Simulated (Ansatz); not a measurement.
Cl3HSn (`[Cl][SnH]([Cl])[Cl]`). Total charge 0; spin multiplicity 1. Sn: def2 effective core potential. The structure was optimised at the PBE0-D4/def2-TZVP level.

```xyz
5

Cl   -0.455    0.043    2.197
Sn    0.165   -0.018   -0.017
Cl   -0.569    1.932   -0.991
Cl   -0.979   -1.753   -1.003
H     1.837   -0.204   -0.187
```

(1) What is the dipole moment at B3LYP/def2-TZVPP? (An estimate is asked.)

(2) And with PBE, r2SCAN, ωB97M-V? (Best estimate.)

(3) Give the Mulliken charges with B3LYP, PBE, r2SCAN in def2-TZVPP. (Best estimate.)

Results:

(1) The calculation gave: 2.00 D, with components (1.98, -0.22, -0.20) D in this frame, pointing from negative to positive charge.

(2) The calculation gave: PBE 1.91 D, r2SCAN 2.02 D, ωB97M-V 2.04 D.

(3) Computed: 
| atom | B3LYP | PBE | r2SCAN |
| --- | --- | --- | --- |
| Cl1 | -0.33 | -0.30 | -0.33 |
| Sn2 | 1.05 | 0.98 | 1.06 |
| Cl3 | -0.33 | -0.30 | -0.33 |
| Cl4 | -0.33 | -0.30 | -0.33 |
| H5 | -0.07 | -0.07 | -0.06 |

B3LYP here is the variant with VWN-RPA as its local correlation; programs differ in this.
